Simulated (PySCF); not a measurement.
## An excited-state table with gaps

Species: (F)2Sn(OSiH2)2O.
Structure used (PBE0-D3(BJ)/def2-SVP), in Å, numbered top down from 1:
```
atom  x, y, z in Å
Sn1   -1.7182   -0.0867   -0.6252
F2    -3.0538    1.2770   -0.6222
F3    -2.5423   -1.6037   -1.4415
O4    -1.1473   -0.5017    1.1880
Si5    0.4227   -0.4301    1.7599
O6     1.3966    0.0777    0.5172
Si7    1.4153    0.5128   -1.0837
O8    -0.1601    0.4823   -1.6428
H9     0.4892    0.5544    2.8694
H10    0.8432   -1.7874    2.1914
H11    1.9461    1.8932   -1.2110
H12    2.2240   -0.4705   -1.8485
```

Theory: TDDFT CAM-B3LYP/def2-SVPD, vertical, gas phase, core orbitals frozen in the response, def2 core potentials past Kr (PySCF 2.14.0, density-fitted response routines). Spin–orbit coupling is left out.

Lowest singlets, with some entries withheld (?).

| state | E (eV) | f | main configurations (H = HOMO, L = LUMO) |
| --- | --- | --- | --- |
| S1 | 5.53 | ? | H-1→L (87%), H-5→L (9%) |
| S2 | 5.57 | ? | H→L (86%), H-4→L (9%) |
| S3 | 6.29 | ? | H-3→L (91%) |
| S4 | 6.31 | ? | H-2→L (93%) |
| S5 | 6.55 | ? | H-4→L (84%), H→L (10%) |
| S6 | 7.38 | ? | H-8→L (87%) |
| S7 | 7.38 | ? | H-9→L (83%) |
| S8 | 7.43 | ? | H-6→L (50%), H-10→L (42%) |
| S9 | 7.56 | ? | H-7→L (69%), H-12→L (20%) |
| S10 | 7.70 | ? | H→L+1 (81%) |

(1) Fill in the withheld entries.

(2) Which level carries the most intensity, and what share of the listed sum of f?

(3) Where do the lowest triplets lie (Tamm–Dancoff)?

(4) What is the mean static polarisability from the same response equations?

Results:

(1) 
- S1: f = 0.0001
- S2: f = 0.019
- S3: f = 0.078
- S4: f = 0.012
- S5: f = 0.012
- S6: f = 0.034
- S7: f = 0.0012
- S8: f = 0.039
- S9: f = 0.115
- S10: f = 0.011

(2) S9, with f = 0.115 of 0.322, 36%.

(3) T1 5.18 eV, H-1→L (82%), H-5→L (12%); T2 5.24 eV, H→L (69%), H-4→L (23%); T3 5.57 eV, H-3→L (91%); T4 5.98 eV, H-2→L (89%). E(S1) − E(T1) = +0.35 eV.

(4) 85.1 au (12.62 Å³), with principal values 77.3, 87.3 and 90.8 au.

All these states lie below the vertical ionisation energy of 11.20 eV (ΔSCF).

One conformer stands for the species.
